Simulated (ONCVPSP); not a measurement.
# Which change was made? (Sn, ONCV)

```json
{"Element": "tin", "Generator": "ONCVPSP 4.0.1", "Type": "optimised norm-conserving Vanderbilt (ONCV)", "Functional": "LDA (Perdew-Zunger)", "Relativity": "non-relativistic", "Frozen core": "[Ar] 3d10", "Valence charge": "22", "Reference configuration": "4s2 4p6 4d10 5s2 5p2", "Partial waves": "4s+5s: rc 1.65 bohr, ncon 3, nbas 8, qcut 9.2 1/bohr, 2 projectors; 4p+5p: rc 1.20 bohr, ncon 5, nbas 9, qcut 12 1/bohr, 2 projectors; 4d: rc 1.15 bohr, ncon 4, nbas 7, qcut 8 1/bohr, local; f scattering state at 0.08 Ha: rc 1.45 bohr, ncon 4, nbas 7, qcut 6.8 1/bohr, 1 projector", "Local potential": "the d channel", "Core correction": "none"}
```

Cutoffs, loose and tight: the cutoffs (Ha) at which the residual kinetic energy of the hardest occupied pseudo-wave falls to 1 and 0.1 mHa per electron. They do not see the model core or the augmentation charge, which bear on the density cutoff. Test errors are all-electron minus pseudo excitation energies from the reference, over the configurations 4s2 4p6 4d10 5s2 5p1; 4s2 4p6 4d10 5s2 5p0; 4s2 4p6 4d10 5s1 5p0; 4s2 4p6 4d10 5s0 5p0; variants that change the core or the reference have their own tests. The largest error is taken over the tests solved by every variant that gives reliable tests at all, those not shown here included: 4s2 4p6 4d10 5s1 5p0; 4s2 4p6 4d10 5s2 5p0; 4s2 4p6 4d10 5s2 5p1.

The base gives: outcome: generated; cutoff, loose: 101 Ha; cutoff, tight: 129 Ha; bound ghosts: p; GHOST(+) flags above zero: s; largest test error (meV): -1.4.

Question: After one change the result is: outcome: generated; cutoff, loose: 147 Ha; cutoff, tight: 197 Ha; bound ghosts: none; GHOST(+) flags above zero: s; largest test error (meV): -0.3. Which change was it?
A. all radii scaled by about 1.22 (s 2.02, p 1.46, d 1.40, f 1.78 bohr)
B. all radii scaled by about 0.80 (s 1.32, p 0.96, d 0.92, f 1.16 bohr)
C. all radii scaled by about 1.10 (s 1.82, p 1.32, d 1.26, f 1.60 bohr)
D. all radii scaled by about 0.87 (s 1.42, p 1.04, d 1.00, f 1.26 bohr)

Answer: B. The others give: all radii scaled by about 0.87 (s 1.42, p 1.04, d 1.00, f 1.26 bohr) → outcome: generated; cutoff, loose: 126 Ha; cutoff, tight: 166 Ha; bound ghosts: none; GHOST(+) flags above zero: s; largest test error (meV): -0.6 | all radii scaled by about 1.22 (s 2.02, p 1.46, d 1.40, f 1.78 bohr) → outcome: generated; cutoff, loose: 46 Ha; cutoff, tight: 86 Ha; bound ghosts: none; GHOST(+) flags above zero: p; largest test error (meV): -3.4 | all radii scaled by about 1.10 (s 1.82, p 1.32, d 1.26, f 1.60 bohr) → outcome: generated; cutoff, loose: 80 Ha; cutoff, tight: 107 Ha; bound ghosts: p; GHOST(+) flags above zero: none; largest test error (meV): -1.7.
